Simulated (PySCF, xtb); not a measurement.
TaO2Cl, SMILES [Ta](=[O])(=[O])[Cl], multiplicity 1.

Harmonic wavenumbers (cm⁻¹) from GFN2-xTB (xtb 6.7.1) at its own minimum, in rising order: 139, 153, 216, 309, 692, 705.

Problem. What does PBE0-D3(BJ)/def2-SVP (PySCF) give at its own minimum? (Estimate from the structure and the level; the computed values follow.)

Solution. 163, 177, 337, 402, 962, 1016. Paired by order, the mean absolute difference is 140 cm⁻¹ and the zero-point energies are 3.2 and 4.4 kcal/mol.
